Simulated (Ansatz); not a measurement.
Ansatz (a program for electronic structure) input for Si(H)(F) anion (FHSi), SMILES F[SiH] (connectivity only; charge and spin as stated), charge -1, multiplicity 2, B3LYP-D3(BJ)/def2-TZVPD. 

Ansatz 0.2 input:
```yaml
crystal:
  periodic: [false, false, false]
  atoms:
    - {symbol: Si, position_ang: [0.11412896, 0.67544876, -0.00000000]}
    - {symbol: H, position_ang: [-1.45322221, 0.85665567, -0.00000000]}
    - {symbol: F, position_ang: [-0.01606480, -1.14588203, 0.00000000]}
basis:
  gaussian:
    orbitals: def2-TZVPD
hamiltonian:
  xc: b3lyp
  dispersion: d3bj
total_charge: -1
magnetization: {spin_polarized: true, initial_magnetization: 1}
relax: {f_tol: 0.002, max_steps: 200}
```

Log of the run:

```
WARN ansatz: RAYON_NUM_THREADS=1 ignored (pool sized by the plan → 1); use --threads N
Functional definition: B3LYP
integrals: 0.02 GiB planned
537 factors; their error is unknown
mean field: 0.26 GiB planned
mean field evaluation 1: about -10601.6863 eV, gradient 5.6e1 eV
mean field evaluation 2: about -10588.6760 eV, gradient 9.3e1 eV
mean field evaluation 4: about -10613.3412 eV, gradient 7.8e-1 eV
mean field evaluation 8: about -10613.3477 eV, gradient 4.8e-2 eV
mean field evaluation 16: about -10613.3583 eV, gradient 7.3e-5 eV
mean field -10613.35828908 eV, -390.0337231310 hartree, gradient 7.3e-5 eV, S^2 0.756465; 0 other end points of the search recorded, 0 dependent functions left out
the calculation of the forces begins
reference -10613.35848798 eV, -390.0337304406 hartree; 13, 12 occupied and 79, 80 virtual orbitals, 537 factors
relax step   1: F+E_penalty+E_count = -10613.40640500 eV  Δ(F+E_penalty+E_count) = +0.000e0 eV  max|allowed force component| = 1.406e0 eV/Å  Δτ_max = 0.0000 Å  (30 SCF iters, accepted)
these checks for a lower state are left out or cut short: starts, cluster_reference, orbital_swaps, neighbouring_geometries, increment
integrals: 0.02 GiB planned
537 factors; their error is unknown
mean field: 0.26 GiB planned
mean field -10613.40081897 eV, -390.0352860757 hartree, gradient 1.0e-5 eV, S^2 0.756657; 0 other end points of the search recorded, 0 dependent functions left out
the calculation of the forces begins
reference -10613.40101768 eV, -390.0352933780 hartree; 13, 12 occupied and 79, 80 virtual orbitals, 537 factors
relax step   2: F+E_penalty+E_count = -10613.44880449 eV  Δ(F+E_penalty+E_count) = -4.240e-2 eV  max|allowed force component| = 1.085e0 eV/Å  Δτ_max = 0.0426 Å  (33 SCF iters, accepted)
these checks for a lower state are left out or cut short: starts, cluster_reference, orbital_swaps, neighbouring_geometries, increment
integrals: 0.02 GiB planned
537 factors; their error is unknown
mean field: 0.26 GiB planned
mean field evaluation 32: about -10613.4464 eV, gradient 9.2e-6 eV
mean field -10613.44644959 eV, -390.0369629702 hartree, gradient 9.2e-6 eV, S^2 0.756747; 0 other end points of the search recorded, 0 dependent functions left out
the calculation of the forces begins
reference -10613.44664670 eV, -390.0369702137 hartree; 13, 12 occupied and 79, 80 virtual orbitals, 537 factors
relax step   3: F+E_penalty+E_count = -10613.49454486 eV  Δ(F+E_penalty+E_count) = -4.574e-2 eV  max|allowed force component| = 1.552e-1 eV/Å  Δτ_max = 0.0430 Å  (35 SCF iters, accepted)
these checks for a lower state are left out or cut short: starts, cluster_reference, orbital_swaps, neighbouring_geometries, increment
integrals: 0.02 GiB planned
537 factors; their error is unknown
mean field: 0.26 GiB planned
mean field -10613.44831696 eV, -390.0370315946 hartree, gradient 1.2e-5 eV, S^2 0.756670; 0 other end points of the search recorded, 0 dependent functions left out
the calculation of the forces begins
reference -10613.44851391 eV, -390.0370388323 hartree; 13, 12 occupied and 79, 80 virtual orbitals, 537 factors
relax step   4: F+E_penalty+E_count = -10613.49649783 eV  Δ(F+E_penalty+E_count) = -1.953e-3 eV  max|allowed force component| = 4.346e-2 eV/Å  Δτ_max = 0.0207 Å  (33 SCF iters, accepted)
these checks for a lower state are left out or cut short: starts, cluster_reference, orbital_swaps, neighbouring_geometries, increment
integrals: 0.02 GiB planned
537 factors; their error is unknown
mean field: 0.26 GiB planned
mean field -10613.44857212 eV, -390.0370409717 hartree, gradient 1.2e-5 eV, S^2 0.756690; 0 other end points of the search recorded, 0 dependent functions left out
the calculation of the forces begins
reference -10613.44876909 eV, -390.0370482103 hartree; 13, 12 occupied and 79, 80 virtual orbitals, 537 factors
relax step   5: F+E_penalty+E_count = -10613.49673447 eV  Δ(F+E_penalty+E_count) = -2.366e-4 eV  max|allowed force component| = 3.802e-3 eV/Å  Δτ_max = 0.0048 Å  (33 SCF iters, accepted)
these checks for a lower state are left out or cut short: starts, cluster_reference, orbital_swaps, neighbouring_geometries, increment
integrals: 0.02 GiB planned
537 factors; their error is unknown
mean field: 0.26 GiB planned
mean field -10613.44857499 eV, -390.0370410770 hartree, gradient 2.4e-5 eV, S^2 0.756691; 0 other end points of the search recorded, 0 dependent functions left out
the calculation of the forces begins
reference -10613.44877196 eV, -390.0370483155 hartree; 13, 12 occupied and 79, 80 virtual orbitals, 537 factors
relax step   6: F+E_penalty+E_count = -10613.49673632 eV  Δ(F+E_penalty+E_count) = -1.843e-6 eV  max|allowed force component| = 2.481e-3 eV/Å  Δτ_max = 0.0005 Å  (24 SCF iters, accepted)
these checks for a lower state are left out or cut short: starts, cluster_reference, orbital_swaps, neighbouring_geometries, increment
integrals: 0.02 GiB planned
537 factors; their error is unknown
mean field: 0.26 GiB planned
mean field -10613.44857509 eV, -390.0370410808 hartree, gradient 1.2e-5 eV, S^2 0.756691; 0 other end points of the search recorded, 0 dependent functions left out
the calculation of the forces begins
reference -10613.44877206 eV, -390.0370483193 hartree; 13, 12 occupied and 79, 80 virtual orbitals, 537 factors
relax step   7: F+E_penalty+E_count = -10613.49673663 eV  Δ(F+E_penalty+E_count) = -3.143e-7 eV  max|allowed force component| = 5.394e-5 eV/Å  Δτ_max = 0.0002 Å  (23 SCF iters, accepted)
integrals: 0.02 GiB planned
537 factors; their error is unknown
mean field: 0.26 GiB planned
mean field evaluation 64: about -10612.9319 eV, gradient 1.2e1 eV
mean field -10613.44857509 eV, -390.0370410808 hartree, gradient 1.2e-5 eV, S^2 0.756691; 1 other end points of the search recorded, 0 dependent functions left out
the calculation of the forces begins
reference -10613.44877206 eV, -390.0370483193 hartree; 13, 12 occupied and 79, 80 virtual orbitals, 537 factors
Total energy: -10613.49693360 eV, -390.0388182232 hartree
Atom 0 at     0.095743     0.613686     0.000000 Å, force     0.000054     0.000005     0.000000 eV/Å
Atom 1 at    -1.447480     0.869974    -0.000000 Å, force    -0.000042    -0.000006    -0.000000 eV/Å
Atom 2 at    -0.003422    -1.097437    -0.000000 Å, force    -0.000012     0.000001     0.000000 eV/Å
Dipole moment:    -0.042236    -0.394421    -0.000000 e Å
```

The run converged.

Cost: roughly 14 core-seconds.
